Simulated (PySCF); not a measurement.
Work out the structure from these simulated measurements.

Formula: C5H14Al2O2.

| Item | Value |
| --- | --- |
| Valence photoelectron | vertical ionisation energy: 9.31 eV [ΔSCF CAM-B3LYP/def2-SVPD] |
| XPS | C1s 289.3, C1s 289.7, C1s 290.4, C1s 292.9 (×2), O1s 538.6 (×2), Al1s 1566.3, Al1s 1566.7 eV [ΔSCF SCAN, pcX-2 on the ionised atom, pcseg-1 elsewhere, spin-free X2C] |
| UV, strongest line | among the 10 lowest singlet transitions: S3 at 6.53 eV (190 nm, f = 0.204) [TDDFT CAM-B3LYP/def2-SVPD] |
| Triplet | lowest triplet excitation (Tamm–Dancoff): 4.14 eV [TDA CAM-B3LYP/def2-SVPD] |
| Dipole | 0.55 D [CAM-B3LYP/def2-SVPD] |
| 13C NMR | chemical shifts (computed TMS as zero) by class: 161.4 (1 C), 140.1 (1 C), 46.0 (2 C), 24.7 (1 C) ppm [GIAO HF/pcSseg-1] |
| NMR, other nuclei | isotropic shieldings of nuclei other than C and H, by class: 349 (2 O), 476 (1 Al), 478 (1 Al) ppm [GIAO HF/pcSseg-1] |
| Rotational structure | rotational constants A, B, C: 1.403, 0.927, 0.708 GHz [PBE0-D3(BJ)/def2-SVP] |

The electronic properties come from PySCF, for the isolated species, density fitting. Levels stand in brackets. One conformer (not necessarily the lowest) at the PBE0-D3(BJ)/def2-SVP geometry, without solvent, vibrations or thermal averaging. Each NMR value is the plain mean over a class of atoms that symmetry, rotation or inversion makes alike.

Problem. Give a SMILES that accounts for the data.

Solution. Numbering: `[CH2:1]=[C:2]([CH3:3])[AlH-:4]1[O+:5]([CH3:6])[AlH2-:7][O+:8]1[CH3:9]`. 5 carbons fall into 4 classes; from least to most shielded: fully substituted alkene carbon [C2] (161.4 ppm), terminal =CH2 carbon [C1] (140.1 ppm), O-methyl carbon [C6/C9] (46.0 ppm, 2 C), allylic carbon [C3] (24.7 ppm). The other shieldings belong to: 349 ppm, oxygen bonded to 2 Al and C [O5/O8]; 476 ppm, aluminium bonded to 2 O and 2 H [Al7]; 478 ppm, aluminium bonded to C, 2 O and H [Al4]. The core levels belong to: C1s 289.3 eV, fully substituted alkene carbon [C2]; C1s 289.7 eV, terminal =CH2 carbon [C1]; C1s 290.4 eV, allylic carbon [C3]; C1s 292.9 eV, O-methyl carbon [C6/C9]; O1s 538.6 eV, oxygen bonded to 2 Al and C [O5/O8]; Al1s 1566.3 eV, aluminium bonded to C, 2 O and H [Al4]; Al1s 1566.7 eV, aluminium bonded to 2 O and 2 H [Al7]. One atom of each topological class was ionised and stands for its class. The hole state at 289.3 eV has ⟨S²⟩ = 0.85 against 0.75, so that value is less sure. By its constants the optimised geometry is an asymmetric top. Structure: `C=[C](C)[AlH-]1[O+](C)[AlH2-][O+]1C`. The assignments are read from this structure; whether some other isomer fits the data as well wasn't checked.

Shape of the structure used: `[CH2:1]=[C:2]([CH3:3])[AlH-:4]1[O+:5]([CH3:6])[AlH2-:7][O+:8]1[CH3:9]`: C1–C2–Al4–O5 137°.
